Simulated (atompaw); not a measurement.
## Ta: PAW (atompaw) pseudisation with PBEsol, scalar-relativistic reference atom.

atompaw 4.2.0.5 was run on this input:

```
Ta 73
GGA-PBESOL scalarrelativistic loggrid 2001 logderivrange -2 5 176
6 6 5 4 0 0
6 0 1
6 1 0
5 2 4
0 0 0
c
c
c
c
c
v
c
c
c
c
v
c
c
v
c
2
2.10 1.75 1.55 2.05
y
0.85
n
y
3.9
n
y
0.75
n
custom rrkj gramschmidtortho besselshape
3 0 troulliermartins
2.10
2.10
1.45
2.10
2.10
2.05
PWSCFOUT
UPFDX 0.0125d0 UPFXMIN -7.d0 UPFZMESH 73.d0
END
```

Command:

```bash
atompaw < Ta.input > Ta.log
```

Resulting log (summary file):

```
[... start of the log left out ...]
   Valence                  :     -625.91391100202077

 PAW parameters:
       lmax =            2
         rc =    2.1142323065446451
        irc =         1469
   rc_shape =    1.7581927292924693
    rc_vloc =    1.5548025153041032
    rc_core =    2.0572549840048375
   Vloc: Norm-conserving Troullier-Martins with l= 3;e=   0.0000E+00
   Projector type: RRKJ pseudization + Gram-Schmidt ortho.
   Bessel compensation charge shape zeroed at   1.7582E+00

 Number of basis functions     6
 No.   n  nodes  l      Energy         Cp coeff         Occ
  1    6    5    0   -0.3667459E+00  0.1000000E+01  0.1000000E+01
  2  999    6    0    0.8500000E+00  0.2358625E+00  0.0000000E+00
  3    6    4    1   -0.8687047E-01  0.1000000E+01  0.0000000E+00
  4  999    5    1    0.3900000E+01  0.4673833E+00  0.0000000E+00
  5    5    2    2   -0.1958682E+00  0.1000000E+01  0.4000000E+01
  6  999    3    2    0.7500000E+00  0.8564107E-03  0.0000000E+00

 Eigenvalues of overlap operator (in the basis of projectors):
    1       -2.14339694E+04
    2       -4.18187767E+02
    3       -5.15154092E+00
    4        3.38313083E+00
    5        4.38157916E+00
    6        6.82337629E+00

The overlap operator has at least one negative eigenvalue!
It might be not positive definite...
Program is stopping.
This probably means that your projectors are too similar
or that your PAW basis is incomplete.
Advice: try to change your input parameters (f.i. : reference energies).
```

The run stopped because the overlap operator built from these waves and projectors is not positive definite.

The run took about 20 s on one core of a shared server CPU.
